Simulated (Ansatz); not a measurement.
Consider the formal exchange of groups at the Si–N bond: `OC(O)N[SiH3]` + `CI` → `[SiH3]CI` + `NC(O)O`.

Gas-phase electronic energies from Ansatz, PBE0-D4/def2-TZVP geometries. CBS: MP2 limit from def2 TZ/QZ plus the TZ coupled-cluster correction, frozen cores. Elements past krypton have def2 core potentials. For I outer-core shells are correlated without core-valence functions, which leaves a few kJ/mol of doubt a bond. Each species was taken in one conformer, which may not be the lowest.

| level | ΔE (kcal/mol) |
| --- | --- |
| HF/def2-TZVPP | 12.6 |
| CCSD/def2-TZVPP | 10.1 |

(1) What does CCSD(T)/CBS give? (Estimate.)

Largest T1 diagnostic among the species: 0.011.

Answers

(1) Computed: +9.3 kcal/mol. The listed levels differ from it by 3.3, 0.8 kcal/mol.

In def2-TZVPP, CCSD(T) changes the Hartree–Fock value by −2.9 kcal/mol (the triples alone add −0.4 kcal/mol) and MP2 by −2.9 kcal/mol.
